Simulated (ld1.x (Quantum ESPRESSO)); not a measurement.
**Configuration tests for P (Z = 15) (TM)**

P, norm-conserving Troullier–Martins (Kleinman–Bylander form), made with ld1.x (Quantum ESPRESSO) 7.5 (PBE, non-relativistic). Core [Ne], reference 3s1.75 3p3.25. Waves: 3p (bound): rc 1.45 bohr; 3d channel at 0.3 Ry: rc 1.45 bohr; 3s (bound): rc 1.60 bohr. Local part: the s channel. Core correction: none.

Energies are relative to the spin-unpolarised reference configuration 3s1.75 3p3.25; without spin polarisation the order of configurations can differ from experiment.

| valence configuration | charge | ΔE all-electron (eV) | error AE − PS (meV) |
| --- | --- | --- | --- |
| 3s2 3p3 | 0 | -2.099 | +0.1 |
| 3s2 3p2 | +1 | 7.643 | +1.1 |
| 3s2 3p1 | +2 | 26.802 | +9.8 |
| 3s1 3p0 | +4 | 108.433 | +195 |
| 3s2 3p0 | +3 | 56.552 | +40 |
| 3s1 3p3 | +1 | 16.668 | +6.2 |
| 3s2 3p2.5 | +0.5 | 1.682 | +0.1 |
